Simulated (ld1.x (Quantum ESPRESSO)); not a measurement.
## Transferability test, ultrasoft potential for W (Z = 74)

W, ultrasoft, made with ld1.x (Quantum ESPRESSO) 7.5 (PBE, scalar-relativistic). Core [Kr] 4d10 4f14, reference 5s2 5p6 5d4 6s1 6p0 (charge +1). Waves: 5s (bound): rcut 1.35, rcutus 1.40 bohr; 6s (bound): rcut 1.35, rcutus 1.40 bohr; 5p (bound): rcut 1.90, rcutus 2.55 bohr; 6p (bound, empty): rcut 1.90, rcutus 2.55 bohr; 5d (bound): rcut 1.85, rcutus 2.50 bohr; 5d channel at 2.6 Ry: rcut 1.85, rcutus 2.50 bohr. Local part: all-electron potential smoothed inside 1.15 bohr (lloc = -2). Core correction: none. Augmentation charge: PSQ, inside the norm-conserving radii.

Energies are relative to the spin-unpolarised reference configuration 5s2 5p6 5d4 6s1 6p0; without spin polarisation the order of configurations can differ from experiment. Not all tests gave a result: test run stopped at test 5 of 7 (negative rho).

```csv
valence configuration,charge,ΔE all-electron (eV),error AE − PS (meV)
5s2 5p6 5d4 6s2 6p0,0,-8.883,+4.4
5s2 5p6 5d4 6s0 6p0,+2,15.679,+0.9
5s2 5p6 5d3 6s0 6p0,+3,41.061,+42
5s2 5p6 5d4 6s1 6p1,0,-4.388,+2.5
```
